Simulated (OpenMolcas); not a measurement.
## I³⁺: effect of the level shift or regulariser

* Program: OpenMolcas
* Basis: ANO-RCC-VQZP [8s7p5d3f2g]
* Scalar Hamiltonian: DKH2, point nucleus
* Active space: 4 electrons in 8 orbitals (5s 5p 6s 6p)
* State averaging: 2S+1 = 3 even, 3 roots; 2S+1 = 1 even, 11 roots; 2S+1 = 5 odd, 1 root; 2S+1 = 3 odd, 9 roots; 2S+1 = 1 odd, 8 roots
* Spin-orbit coupling: RASSI with atomic mean-field integrals over the reference wave functions, term energies averaged over their components

Methods on the same reference wave functions:
A. CASSCF
B. MS-CASPT2, IPEA 0.25 Eh, imaginary shift 0.1 Eh (closed shells correlated: 4d)
C. MS-CASPT2, IPEA 0.25 Eh, sigma2 regulariser 0.3 Eh (closed shells correlated: 4d)

Energies in cm-1 above 5s2 5p2 3P0.

```csv
Level,A,B,C
5s2 5p2 3P0,0.0,0.0,0.0
5s2 5p2 3P1,5673,5550,5550
5s2 5p2 3P2,10124,9460,9460
5s2 5p2 1D2,22681,20210,20210
5s2 5p2 1S0,34742,36210,36210
5s 5p3 5S* 2,64705,76000,76030
5s 5p3 3D* 1,103044,94580,96080
5s 5p3 3D* 2,103154,95080,96560
5s 5p3 3D* 3,105696,97110,98660
5s 5p3 3P* 0,116632,112320,113200
5s 5p3 3P* 1,117784,112930,113820
5s 5p3 3P* 2,119460,113820,114820
```

Between B and C the level of the table that moves most is 5s 5p3 3D* 3, by 1600 cm-1 (lowest in B, highest in C). Moves below CASPT2's spread within the term are not significant.

From A to B the spin-free energies of the other terms of 5s2 5p2 shown, above 3P, scale by factors of 0.76 to 1.07.

The lowest spin-free term lies below A's lowest term by 0.531 hartree in B, 0.531 hartree in C.

Term energies are means over components that CASPT2 splits; among the terms shown or strongly mixed into the levels shown the widest spread is 930 cm-1 (5s 5p3 3D*, B). Over all roots computed the reference weight is 0.80 to 0.94 in B, 0.81 to 0.94 in C; the roots of lowest weight are the least certain, and an intruder state may touch them. Active for correlation alone: 6p 6s; no level in the range computed is led by a configuration that fills them, so any true level of that kind is missing. Terms of s pⁿ other than that of highest spin mix with s² pⁿ⁻² d, which this space lacks; all of them can be thousands of cm-1 off, and some have no real level of that name. Levels of configurations outside the active space are missing. The table leaves out levels that lie high or whose names do not pair safely across all columns.

* marks odd parity.
